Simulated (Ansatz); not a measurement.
Coupled-cluster diagnostics for the cluster Al₃Cl₃ (the lowest singlet isomer of a short search), Ansatz.

Geometry of the singlet (r2SCAN-D4/def2-SVP):

```
atom   x (Å)   y (Å)   z (Å)
 Al1  -1.375   0.138  -0.988
 Al2   0.147   1.997  -0.082
 Al3   0.909  -0.396   0.488
 Cl4   0.218   0.995   2.227
 Cl5  -1.778  -0.636  -2.925
 Cl6   1.879  -2.097   1.280
```

Correlated methods freeze 30 core orbitals. The structure comes from a short search, and lower isomers may exist.

(1) Estimate the CCSD(T) correlation energy, the shares of MP2 and (T), T1 and the reference's ⟨S²⟩ for: charge 0, singlet, own geometry in def2-TZVPP; and the rough time on 4 threads of Arm Neoverse V1 on a shared host.

Results:

(1) 
```json
{"state": "charge 0, singlet, own geometry", "basis": "def2-TZVPP", "correlation (eV)": "-23.943", "MP2 share (%)": "88.2", "(T) share (%)": "5.0", "T1": "0.014", "⟨S²⟩ (pure)": "0.00 (0.00)", "wall time": "2.3 min", "remarks": "restricted SCF unstable"}
```
Customary marks for T1 are 0.02 (closed shells), 0.045 (open shells) and about 0.05 (3d metals). T1 stays under 0.02 throughout.
